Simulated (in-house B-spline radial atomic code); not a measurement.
Whole-atom quantities along the 53-electron series, configuration [Kr] 4d10 5s2 5p5. Breit and QED terms are first order and not part of the total energy; the density at the nucleus is averaged over the nuclear charge. Computed with a radial B-spline atomic code at the basis-set limit: Dirac-Hartree-Fock, average of the configuration, finite nuclei.

```csv
ion,Z,E/Z² (Eh),Σ<r²> (bohr²),n(0)/Z³ (bohr⁻³),Lamb diamagnetic shielding (ppm),repulsion over attraction,Breit energy (eV),self-energy (eV),vacuum polarisation (eV),Dirac less non-relativistic energy (Eh)
I,53,-2.5332,62.006,1.5976,5792.99,0.15255,145.7,111.76,-14.909,-197.81
Xe+,54,?,?,?,?,?,?,?,?,?
Cs2+,55,-2.5738,43.937,1.6952,6100.61,0.14949,165.53,127.58,-17.526,-232.83
Ba3+,56,?,?,?,?,?,?,?,?,?
La4+,57,-2.6133,34.378,1.8019,6410.73,0.14618,187.2,145.06,-20.513,-272.57
Ce5+,58,-2.6326,30.983,1.8593,6567.04,0.14449,198.76,154.46,-22.159,-294.34
```

Question: Fill in the row of Xe+.

Answer: E/Z² (Eh): -2.5537; Σ<r²> (bohr²): 51.195; n(0)/Z³ (bohr⁻³): 1.6448; Lamb diamagnetic shielding (ppm): 5946.57; repulsion over attraction: 0.15107; Breit energy (eV): 155.39; self-energy (eV): 119.47; vacuum polarisation (eV): -16.173; Dirac less non-relativistic energy (Eh): -214.76.

Question: Fill in the row of Ba3+.

Answer: E/Z² (Eh): -2.5937; Σ<r²> (bohr²): 38.571; n(0)/Z³ (bohr⁻³): 1.7468; Lamb diamagnetic shielding (ppm): 6255.28; repulsion over attraction: 0.14786; Breit energy (eV): 176.13; self-energy (eV): 136.11; vacuum polarisation (eV): -18.97; Dirac less non-relativistic energy (Eh): -252.08.

Question: With what power of Z does the column «vacuum polarisation (eV)» change over this range?

Answer: A fit of the logarithm of its size against log Z from Z = 53 to 58 has slope 4.40.
